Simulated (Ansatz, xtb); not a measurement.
# F2SSi: where a starting geometry ends

The starting geometry of this gas-phase singlet has its atoms placed at random.

```xyz
4

F     0.9643    0.9872   -0.1948
F    -0.5970   -0.6681    0.4068
S    -0.0451   -1.6827   -0.4223
Si    0.1148    1.0525    1.3891
```

Task: Guess where an optimisation with r2SCAN-D4/def2-SVP ends from this start.

Result: It ends as a structure with F2 bridging S3 and Si4, given below by its coordinates. Distances that change by over a tenth: F2–S3 (1.42 → 1.81 Å). Contacts that close: S3–Si4 (3.28 → 2.29 Å).

The energy falls by 4.65 eV over 23 steps:

| step | E − E(last) (eV) |
| --- | --- |
| 1 | 4.653 |
| 3 | 1.864 |
| 6 | 1.353 |
| 8 | 1.341 |
| 11 | 1.164 |
| 13 | 0.442 |
| 16 | 0.081 |
| 18 | 0.005 |
| 21 | 0.000 |
| 23 | 0.000 |

Final geometry (Å):

```xyz
4

F     1.2399    1.1409    0.1937
F    -0.0252   -0.9674    1.1671
S    -0.4346   -1.2816   -0.5651
Si   -0.3432    0.7971    0.3830
```

From the same start GFN2-xTB ends elsewhere, differing in S3–Si4 (3.59 against 2.29 Å here).

From so rough a start the end depends on the optimiser's path, so another program may land elsewhere. The end wasn't checked by frequencies. Run with Ansatz 0.2.0, 90 s on 1 thread of AMD EPYC (Zen 3), on a shared host.
